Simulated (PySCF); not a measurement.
PySCF job for GeH₄, SMILES [GeH4], TDDFT-B3LYP/def2-TZVPD. The structure is a stationary point at ωB97X-D3(BJ)/def2-TZVPD. The isomer is the one that the SMILES or the coordinates give; other isomers of the formula were not compared.

```python
import numpy as np
from pyscf import gto, scf, dft, tdscf

mol = gto.M(
    atom='''
    Ge   -0.00000000   -0.00000000    0.00000000
    H     0.88447099   -0.88447099   -0.88447099
    H    -0.88447099   -0.88447099    0.88447100
    H    -0.88447099    0.88447098   -0.88447099
    H     0.88447099    0.88447100    0.88447098
    ''',
    basis='def2-TZVPD',
    charge=0,
    spin=0,
    symmetry=True,
    max_memory=1600,
    verbose=4,
)
mf = dft.RKS(mol, xc='b3lyp').density_fit(auxbasis='def2-universal-jkfit')
mf.grids.level = 3
mf.conv_tol = 1e-9
mf.max_cycle = 100
mf.kernel()
mf.grids = dft.Grids(mol).set(level=1).build(with_non0tab=True)  # coarser grid for the response kernel
td = tdscf.TDDFT(mf)
td.singlet = True
td.nstates = 10
td.conv_tol = 1e-4
td.kernel(x0=td.get_init_guess(mf, 15))
td.analyze()
tt = tdscf.TDA(mf)
tt.singlet = False
tt.nstates = 4
tt.conv_tol = 1e-4
tt.kernel(x0=tt.get_init_guess(mf, 9))
tt.analyze(verbose=3)
```

Log of the run:

```
PySCF version 2.14.0

[INPUT] verbose = 4
[INPUT] num. atoms = 5
[INPUT] num. electrons = 36
[INPUT] charge = 0
[INPUT] spin (= nelec alpha-beta = 2S) = 0
[INPUT] symmetry True subgroup None
[INPUT] Mole.unit = angstrom
[INPUT] Symbol           X                Y                Z      unit          X                Y                Z       unit  Magmom
[INPUT]  1 Ge     0.000000000000   0.000000000000   0.000000000000 AA    0.000000000000   0.000000000000   0.000000000000 Bohr   0.0
[INPUT]  2 H      0.884470990000  -0.884470990000  -0.884470990000 AA    1.671407936223  -1.671407936223  -1.671407936223 Bohr   0.0
[INPUT]  3 H     -0.884470990000  -0.884470990000   0.884471000000 AA   -1.671407936223  -1.671407936223   1.671407955120 Bohr   0.0
[INPUT]  4 H     -0.884470990000   0.884470980000  -0.884470990000 AA   -1.671407936223   1.671407917326  -1.671407936223 Bohr   0.0
[INPUT]  5 H      0.884470990000   0.884471000000   0.884470980000 AA    1.671407936223   1.671407955120   1.671407917326 Bohr   0.0

nuclear repulsion = 45.4839020159423
point group symmetry = Td, use subgroup D2
symmetry origin: [0.00000000e+00 6.16790569e-18 6.16790569e-18]
symmetry axis x: [ 1.00000000e+00  1.88436566e-09 -1.88436547e-09]
symmetry axis y: [-1.88436566e-09  1.00000000e+00 -1.88436575e-09]
symmetry axis z: [1.88436546e-09 1.88436575e-09 1.00000000e+00]
num. orbitals of irrep A = 27
num. orbitals of irrep B1 = 21
num. orbitals of irrep B2 = 21
num. orbitals of irrep B3 = 21
number of shells = 38
number of NR pGTOs = 150
number of NR cGTOs = 90
basis = def2-TZVPD
ecp = {}


[settings echo left out]
init E= -2078.64395609115
HOMO (B2) = -0.354471100998955  LUMO (A) = -0.0161712998676853  gap/eV = 9.20561
cycle= 1 E= -2079.41386896961  delta_E= -0.77  |g|= 0.666  |ddm|=  1.9
HOMO (B2) = -0.355529312894876  LUMO (A) = -0.00739794590719622  gap/eV = 9.47314
cycle= 2 E= -2079.40140395528  delta_E= 0.0125  |g|= 0.784  |ddm|= 0.716
HOMO (B1) = -0.343353380166752  LUMO (A) = -0.000691861319507936  gap/eV = 9.32429
cycle= 3 E= -2079.4420892911  delta_E= -0.0407  |g|= 0.0138  |ddm|= 0.409
HOMO (B2) = -0.348448622265419  LUMO (A) = -0.00273616218838235  gap/eV = 9.40732
cycle= 4 E= -2079.44213016016  delta_E= -4.09e-05  |g|= 0.0055  |ddm|= 0.0191
HOMO (B1) = -0.3474981279179  LUMO (A) = -0.00231055868777563  gap/eV = 9.39303
cycle= 5 E= -2079.44213812264  delta_E= -7.96e-06  |g|= 0.000316  |ddm|= 0.00629
HOMO (B2) = -0.347432188820215  LUMO (A) = -0.00228359401422384  gap/eV = 9.39197
cycle= 6 E= -2079.44213815119  delta_E= -2.85e-08  |g|= 1.06e-05  |ddm|= 0.00038
HOMO (B2) = -0.347432400414439  LUMO (A) = -0.00228349090996183  gap/eV = 9.39198
cycle= 7 E= -2079.44213815121  delta_E= -2.05e-11  |g|= 7.02e-07  |ddm|= 1.85e-05
HOMO (B2) = -0.347432530723225  LUMO (A) = -0.00228355560654148  gap/eV = 9.39198
Extra cycle  E= -2079.44213815119  delta_E= 2.46e-11  |g|= 5.19e-07  |ddm|= 1.74e-06
converged SCF energy = -2079.44213815119
tot grids = 17304


******** <class 'pyscf.tdscf.rks.TDDFT'> for <class 'pyscf.df.df_jk.DFSymAdaptedRKS'> ********
nstates = 10 singlet
deg_eia_thresh = 1.000e-03
wfnsym = None
conv_tol = 0.0001
eigh lindep = 1e-12
eigh level_shift = 0
eigh max_cycle = 100


Excitation energies (eV)
[8.50290398 8.50290398 8.50290398 9.01642933 9.01642933 9.01642933
 9.21745703 9.21745703 9.53152882 9.77852772]

** Singlet excitation energies and oscillator strengths **
Excited State   1:   B1      8.50290 eV    145.81 nm  f=0.1361
      16 -> 19        0.69686
Excited State   2:   B2      8.50290 eV    145.81 nm  f=0.1361
      17 -> 19       -0.69686
Excited State   3:   B3      8.50290 eV    145.81 nm  f=0.1361
      18 -> 19        0.69686
Excited State   4:   B2      9.01643 eV    137.51 nm  f=0.0000
      16 -> 22       -0.49875
      18 -> 20        0.49875
Excited State   5:   B1      9.01643 eV    137.51 nm  f=0.0000
      17 -> 22        0.49875
      18 -> 21       -0.49875
Excited State   6:   B3      9.01643 eV    137.51 nm  f=0.0000
      16 -> 21        0.49875
      17 -> 20       -0.49875
Excited State   7:    A      9.21746 eV    134.51 nm  f=0.0000
      17 -> 21       -0.49937
      18 -> 22        0.49937
Excited State   8:    A      9.21746 eV    134.51 nm  f=0.0000
      16 -> 20       -0.57662
      17 -> 21        0.28831
      18 -> 22        0.28831
Excited State   9:    A      9.53153 eV    130.08 nm  f=0.0000
      16 -> 20        0.40639
      17 -> 21        0.40639
      18 -> 22        0.40639
Excited State  10:   B1      9.77853 eV    126.79 nm  f=0.3054
      16 -> 23        0.25321
      17 -> 22       -0.44242
      18 -> 21       -0.44242

** Transition electric dipole moments (AU) **
state          X           Y           Z        Dip. S.      Osc.
  1         0.0000      0.0000      0.8082      0.6532      0.1361
  2         0.0000     -0.8082      0.0000      0.6532      0.1361
  3         0.8082     -0.0000      0.0000      0.6532      0.1361
  4         0.0000     -0.0000      0.0000      0.0000      0.0000
  5         0.0000      0.0000     -0.0000      0.0000      0.0000
  6        -0.0000     -0.0000     -0.0000      0.0000      0.0000
  7         0.0000      0.0000      0.0000      0.0000      0.0000
  8        -0.0000     -0.0000     -0.0000      0.0000      0.0000
  9        -0.0000     -0.0000      0.0000      0.0000      0.0000
 10        -0.0000     -0.0000     -1.1291      1.2750      0.3054

** Transition velocity dipole moments (imaginary part, AU) **
state          X           Y           Z        Dip. S.      Osc.
  1         0.0000      0.0000      0.2535      0.0643      0.1371
  2         0.0000     -0.2535      0.0000      0.0643      0.1371
  3         0.2535     -0.0000      0.0000      0.0643      0.1371
  4        -0.0000     -0.0000     -0.0000      0.0000      0.0000
  5         0.0000     -0.0000     -0.0000      0.0000      0.0000
  6        -0.0000      0.0000      0.0000      0.0000      0.0000
  7         0.0000     -0.0000      0.0000      0.0000      0.0000
  8        -0.0000      0.0000      0.0000      0.0000      0.0000
  9         0.0000      0.0000     -0.0000      0.0000      0.0000
 10         0.0000      0.0000     -0.4104      0.1684      0.3125

** Transition magnetic dipole moments (imaginary part, AU) **
state          X           Y           Z
  1        -0.0000      0.0000     -0.0000
  2         0.0000      0.0000     -0.0000
  3         0.0000     -0.0000     -0.0000
  4         0.0000     -1.4206      0.0000
  5        -0.0000     -0.0000     -1.4206
  6        -1.4206     -0.0000     -0.0000
  7        -0.0000      0.0000      0.0000
  8        -0.0000      0.0000      0.0000
  9        -0.0000      0.0000      0.0000
 10         0.0000     -0.0000      0.0000


******** <class 'pyscf.tdscf.rks.TDA'> for <class 'pyscf.df.df_jk.DFSymAdaptedRKS'> ********
nstates = 4 triplet
deg_eia_thresh = 1.000e-03
wfnsym = None
conv_tol = 0.0001
eigh lindep = 1e-12
eigh level_shift = 0
eigh max_cycle = 100


Excitation energies (eV)
[7.86674022 7.86674022 7.86674022 8.28471679]

** Triplet excitation energies and oscillator strengths **
Excited State   1:   B3      7.86674 eV    157.61 nm  f=0.0000
Excited State   2:   B2      7.86674 eV    157.61 nm  f=0.0000
Excited State   3:   B1      7.86674 eV    157.61 nm  f=0.0000
Excited State   4:    A      8.28472 eV    149.65 nm  f=0.0000
```

The run converged.
